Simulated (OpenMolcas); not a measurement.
Mo4+ (d2) in a complex was computed by SS-CASPT2, IPEA 0.25 Eh, imaginary shift 0.1 Eh with the d shell active (OpenMolcas, ANO-RCC-VDZP on the metal). Its lowest spin-free states, and all those of the highest spin:

| 2S+1 | Degeneracy | E (cm-1) |
| --- | --- | --- |
| 3 | 2 | 0 |
| 3 | 1 | 2470 |
| 1 | 1 | 3620 |
| 1 | 2 | 6000 |
| 1 | 2 | 9190 |
| 1 | 1 | 16350 |
| 3 | 2 | 23660 |
| 3 | 1 | 28030 |
| 3 | 1 | 28220 |
| 1 | 2 | 28820 |
| 3 | 2 | 30520 |
| 1 | 2 | 33340 |
| 3 | 1 | 61750 |

Problem. Is the site octahedral, tetrahedral or cube-like, axial, or of lower symmetry?

Solution. The states with 2S+1 = 3 have orbital degeneracies 2, 1, 2, 1, 1, 2, 1. There are pairs but no triples, so the site is axial: not cubic, but with a proper or improper axis of order three or more. The run had Mo4+ with 3 ligands (fluoride) in trigonal planar coordination (D3h) at 1.77 Å. Ligand basis ANO-RCC-VDZP.

Roots that are degenerate in the reference are averaged as groups; the widest CASPT2 spread within a group is 140 cm-1 (the 2-fold group of multiplicity 1 near 28800 cm-1 above the lowest state of its run). Shifts and gaps below about the spread of the groups concerned are not significant. An orbital doublet at a regular site is open to a Jahn-Teller distortion, which this geometry leaves out. The least metal-like active orbital is 71 % on the metal (Löwdin) and no ligand orbital is active, so the numbers are rough. Ligand-to-metal charge-transfer states are missing. With no ligand orbital active B as a rule stays too high, so bands that hang on it stand too high and its fall with covalency is understated. No measured value stands beside these numbers; the geometry was imposed, not optimised, and the real ion may take another.
